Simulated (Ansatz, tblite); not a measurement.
Removing and adding an electron: (H3Sn)2Se (Sn2H6Se). Total charge 0; singlet. Geometry: PBE0-D4/def2-SVP. Ansatz, gas phase; energy differences of separate SCF runs; the oxidised species was run as a doublet alone; the reduced species was run as a doublet alone.

Cartesian coordinates in Å:
```
Sn 1.0759 0.0616 1.5529
H 1.3479 1.7354 1.2986
H 1.2811 -0.3505 3.1993
H 2.1218 -0.8545 0.5481
Se -1.3409 -0.5137 0.9983
Sn -1.1425 -0.0852 -1.5027
H 0.0117 -1.1586 -2.1790
H -0.6528 1.5365 -1.7728
H -2.7023 -0.3709 -2.1427
```

In the def2 sets Sn takes a core potential; there is no spin–orbit coupling. The xTB rows come from tblite.

```json
{"level": "GFN1-xTB", "−HOMO (eV)": "10.45", "vertical IE (eV)": "13.67", "−LUMO (eV)": "5.77", "vertical EA (eV)": "3.12", "HOMO–LUMO gap (eV)": "4.68", "IE − EA (eV)": "10.54", "remarks": "–"}
{"level": "GFN2-xTB", "−HOMO (eV)": "10.43", "vertical IE (eV)": "13.21", "−LUMO (eV)": "7.48", "vertical EA (eV)": "5.37", "HOMO–LUMO gap (eV)": "2.95", "IE − EA (eV)": "7.84", "remarks": "–"}
{"level": "PBE-D4/def2-TZVPD", "−HOMO (eV)": "5.74", "vertical IE (eV)": "–", "−LUMO (eV)": "1.88", "vertical EA (eV)": "0.06", "HOMO–LUMO gap (eV)": "3.86", "IE − EA (eV)": "–", "remarks": "HOMO above zero (-1 doublet)"}
{"level": "PBE0-D4/def2-TZVP", "−HOMO (eV)": "6.82", "vertical IE (eV)": "8.63", "−LUMO (eV)": "1.02", "vertical EA (eV)": "–", "HOMO–LUMO gap (eV)": "5.80", "IE − EA (eV)": "–", "remarks": "–"}
```

(1) Estimate the rows for PBE-D4/def2-TZVP, r2SCAN-D4/def2-TZVP, r2SCAN-D4/def2-TZVPD, PBE0-D4/def2-TZVPD.

Answers

(1) 
```tsv
level	−HOMO (eV)	vertical IE (eV)	−LUMO (eV)	vertical EA (eV)	HOMO–LUMO gap (eV)	IE − EA (eV)	remarks
PBE-D4/def2-TZVP	5.71	8.52	1.81	–	3.90	–	–
r2SCAN-D4/def2-TZVP	5.97	8.60	1.52	–	4.45	–	–
r2SCAN-D4/def2-TZVPD	5.98	–	1.57	-0.12	4.42	–	HOMO above zero (-1 doublet)
PBE0-D4/def2-TZVPD	6.83	–	1.10	-0.12	5.73	–	HOMO above zero (-1 doublet)
```

   A HOMO above zero means that the electron is unbound at that level or that self-interaction error raises the level; the energy of removing that electron tells which. Raw xTB energy differences between charge states are shifted by several eV; the methods need an empirical correction for them. A negative affinity means that the extra electron isn't bound; its size then hangs on the basis.
